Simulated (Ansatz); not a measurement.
Start from `F[SiH](F)F` and change one atom or group to get `BN[SiH](F)F`.

Ansatz, PBE0-D4/def2-TZVP geometries, multiplicity 1. Each molecule was computed in one conformer, which needn't be the lowest.

| property | `F[SiH](F)F` |
| --- | --- |
| LUMO energy (PBE0/def2-TZVPP) / eV | 1.03 |
| HOMO–LUMO gap (PBE/def2-TZVPP) / eV | 9.69 |
| HOMO–LUMO gap (PBE0/def2-TZVPP) / eV | 12.25 |
| size of the dipole moment (ωB97M-V/def2-TZVPP) / D | 1.28 |
| size of the dipole moment (PBE/def2-TZVPP) / D | 1.21 |
| HOMO energy (PBE0/def2-TZVPP) / eV | -11.22 |

(1) Give the same properties after the change, and the shifts. (Best estimate.)

## Answers

(1) The calculation gave: 
| property | `BN[SiH](F)F` | shift |
| --- | --- | --- |
| LUMO energy (PBE0/def2-TZVPP) / eV | -0.59 | -1.62 |
| HOMO–LUMO gap (PBE/def2-TZVPP) / eV | 6.38 | -3.31 |
| HOMO–LUMO gap (PBE0/def2-TZVPP) / eV | 8.83 | -3.42 |
| size of the dipole moment (ωB97M-V/def2-TZVPP) / D | 0.90 | -0.38 |
| size of the dipole moment (PBE/def2-TZVPP) / D | 0.80 | -0.41 |
| HOMO energy (PBE0/def2-TZVPP) / eV | -9.43 | 1.79 |

With PBE0 the HOMO rises by 1.79 eV and the LUMO falls by 1.62 eV, so the gap narrows by about 3.41 eV. PBE moves the HOMO by 1.59 eV and ωB97M-V by 1.79 eV. The zero-point energy changes by 94.4 kJ/mol with +12 modes. Dipoles are sizes alone; their direction can turn.
